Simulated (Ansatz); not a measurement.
Species: CH$_{4}$O$_{2}$Si, SMILES `O=C[SiH2]O` (O–C–Si–O torsion 0°, C–Si–O–H torsion 0°) (charge 0, multiplicity 1), formula CH4O2Si.

**Question.** How many basis functions does frozen-core CCSD(T)/def2-TZVPP // PBE0-D4/def2-TZVP (Ansatz, a program for electronic structure) use, how many core orbitals are frozen, and how many electrons are correlated?

**Answer.** 191 basis functions and 8 frozen orbitals, which leaves 24 correlated electrons. Core time is of the order of seconds.
